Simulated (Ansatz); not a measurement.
Cartesian coordinates in Å:
```
O -1.860 0.024 -0.370
C -0.576 0.479 0.002
B 0.551 -0.614 -0.049
F 0.260 -1.795 -0.592
S 2.240 -0.392 0.535
H -1.764 -0.783 -0.883
H -0.642 0.892 1.016
H -0.264 1.325 -0.635
H 2.056 0.864 0.974
```

Total charge 0; spin multiplicity 1.

Question: List the PBE/def2-TZVPP orbital energies in eV (Ansatz). (Estimate.)

Answer: Computed: Occupied: -2396.23, -660.72, -510.31, -270.03, -209.22, -178.97, -155.36, -155.24, -155.17, -30.71, -25.62, -18.97, -17.08, -13.84, -12.86, -11.86, -11.59, -10.73, -10.59, -9.71, -9.11, -7.47, -7.11, -6.30. Lowest empty: -1.43, -0.78, 0.02, 0.64, 1.44, 1.95, 2.14, 2.57.
